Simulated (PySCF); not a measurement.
B₃H₃O₃.
Numbering: `[BH:1]1[O:2][BH:3][O:4][BH:5][O:6]1`

Structure used (PBE0-D3(BJ)/def2-SVP), in Å, numbered top down from 1:
```xyz
9
B3H3O3 angstrom
B     -0.6400    1.1764    0.2342
O     -1.3372   -0.0027    0.1730
B     -0.6865   -1.1860   -0.0629
O      0.6712   -1.1823   -0.2509
B      1.3796   -0.0098   -0.1981
O      0.7176    1.1652    0.0465
H     -1.2128    2.2100    0.4520
H     -1.3019   -2.2170   -0.1038
H      2.5698   -0.0113   -0.3660
```

Definitions: NICS(0) = −σiso at the ring centroid; NICS(1) = −σiso and NICS(1)zz = −σzz at ±1 Å along the ring normal z. Level: GIAO PBE0/pcSseg-1 (PySCF, non-relativistic, gas phase) on the PBE0-D3(BJ)/def2-SVP geometry, one conformer.

Ring bond lengths (Å), with Mayer bond orders in brackets: B1–O2 1.371 (1.09), O2–B3 1.371 (1.09), B3–O4 1.371 (1.09), O4–B5 1.371 (1.09), B5–O6 1.371 (1.09), O6–B1 1.371 (1.09).

Give the NICS values of each ring in ppm.

```csv
ring,type,NICS(0),"NICS(1), two faces","NICS(1)zz, two faces",rms pucker (Å),"centre to ring atoms, mean (Å)"
B1–O2–B3–O4–B5–O6,6-membered ring with 3 B and 3 O; formal bonds all single,-1.5,-2.5 / -2.6,-3.0 / -3.0,0.00,1.37
```

What can be read from them?

- B1–O2–B3–O4–B5–O6: mean NICS(1)zz -3.0 ppm, near zero.

At the first NICS(1) probe listed for ring B1–O2–B3–O4–B5–O6, 1 Å off the ring, how large is the induced field along the normal in 11.7 T applied along it?

NICSzz × B0 = -3.0 ppm × 11.7 T = -35 μT, against the applied field.

List the ring angles and the Hirshfeld charges of the ring atoms.

- B1–O2–B3–O4–B5–O6: B1 119.4° (+0.261 e), O2 120.6° (-0.213 e), B3 119.4° (+0.261 e), O4 120.6° (-0.213 e), B5 119.4° (+0.261 e), O6 120.7° (-0.213 e); sum 720.0° against 720° for a flat convex ring.

How do the values depend on the level or the medium?

| level | NICS(0), B1–O2–B3–O4–B5–O6 | mean NICS(1)zz, B1–O2–B3–O4–B5–O6 |
| --- | --- | --- |
| PBE0/pcSseg-1, gas | -1.5 | -3.0 |
| mPW1PW91/pcSseg-2, gas | 0.0 | -2.7 |

The geometry is the same throughout.

The run took 7.9 s wall (with the writing of density and orbital grids) on an Arm Neoverse V2 with one thread, shared host with 32 logical CPUs at a one-minute load of 11, and the process peaked at 0.53 GiB of memory. This is the whole shielding run at PBE0/pcSseg-1, SCF included.
